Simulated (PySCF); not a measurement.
H5Sn, SMILES [SnH5-], charge -1.

Coordinates come from a B3LYP-D3(BJ)/def2-TZVPD optimisation. The def2 effective core potentials stand for the cores of Sn; spin–orbit coupling is left out.

These are r2SCAN/def2-TZVPD (PySCF) values and carry that method's errors.

Gas-phase values at a fixed geometry. A positive occupied level means that this level leaves the electron formally unbound; only the finite basis holds it.

Computed frontier levels, gap, dipole moment and polarisability:
```json
{
  "highest_occupied_level": "0.40 eV",
  "lowest_empty_level": "3.63 eV",
  "orbital_gap": "3.22 eV",
  "dipole_moment_about_the_centre_of_nuclear_charge": "0.00 D",
  "mean_static_polarisability": "77.0 bohr³ (11.41 Å³)",
  "polarisability_principal_values": "70.1, 70.1, 90.9 bohr³"
}
```
